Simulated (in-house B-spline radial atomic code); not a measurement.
Values are calculated unless marked as measured or tabulated.
Ghost states of the separable form: I

I, [Kr] 4d10 5s2 5p5, non-relativistic LDA (VWN5), spherical and spin-unpolarised, from an all-electron radial atomic-structure program (B-spline basis) (atomic units; all potentials screened as in the neutral atom).

Troullier-Martins channels: 5s (ε = -0.5963, r_c = 1.687 bohr), 5p (ε = -0.2679, r_c = 2.061 bohr). In the Kleinman-Bylander form one channel serves as the local potential, and each other channel l becomes |δV u><u δV|/<u|δV|u>, with δV = V_l − V_local and u the pseudo-orbital. Its strength is E_KB = <u|δV²|u>/<u|δV|u>. By the analysis of Gonze, Stumpf and Scheffler a spurious state lies below the reference level ε if E_KB > 0 and ε is above the second level of the local potential alone, or if E_KB < 0 and ε is above its first. The table's levels are those of angular momentum l in a sphere of 9 bohr, whose wall can lift a shallow ε a little above its free-atom value.

| local | channel | <u δV u> | <u δV² u> | ε | first local level | second local level |
| --- | --- | --- | --- | --- | --- | --- |
| p | s | -0.035564 | 0.073732 | -0.5963 | -0.5746 | 0.0150 |
| s | p | 0.028636 | 0.036402 | -0.2678 | -0.3016 | 0.0875 |

(1) Apply the rule to each row.

Diagonalising the separable Hamiltonian gives:

```json
{"local": "p", "channel": "s", "three lowest levels": "-0.5963, 0.0150, 0.3039", "all-electron, two lowest valence levels": "-0.5963, 0.0181"}
{"local": "s", "channel": "p", "three lowest levels": "-0.2678, 0.0936, 0.4196", "all-electron, two lowest valence levels": "-0.2678, 0.0938"}
```

(2) Which choices of local channel are safe?

Results:

(1) Local p, channel s: E_KB = -2.07, so ε = -0.5963 is set against -0.5746: no ghost. Local s, channel p: E_KB = +1.27, so ε = -0.2678 is set against 0.0875: no ghost.

(2) All are free of ghosts. Among the safe choices the second level, which tests transfer, is off by at most 0.2 millihartree (s local), 3.1 millihartree (p local).
